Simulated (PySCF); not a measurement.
**Rotational lines of KSe⁻**

Lines J+1 ← J of the vibrational ground state, computed from RHF-CCSD(T) constants of KSe⁻, ¹Σ⁺ (singlet), closed shell (PySCF, spin-free X2C with a Gaussian nucleus, basis sets K aug-cc-pVDZ-X2C, Se aug-cc-pVDZ-DK; masses 38.9637 and 79.9165 u), in MHz:

```tsv
J	ν (MHz)
2	13106.1
3	17474.6
4	21843.0
5	26211.2
6	30579.2
```

**Question.** Find B0 and the effective bond length r0; with αe = 0.000538 cm⁻¹, find Re.

**Answer.** ν = 2B0(J+1) − 4D(J+1)³ gives B0 = 0.072863 cm⁻¹. With the reduced mass μred = 26.193 u, r0 = √(16.8576/(μred·B0)) (u, cm⁻¹, Å) = 2.9720 Å. Be = B0 + αe/2 = 0.073132 cm⁻¹ gives Re = 2.967 Å.

Correlated steps freeze 14 core orbitals. The CCSD T1 diagnostic is raised, a sign that a single reference may not be enough here.
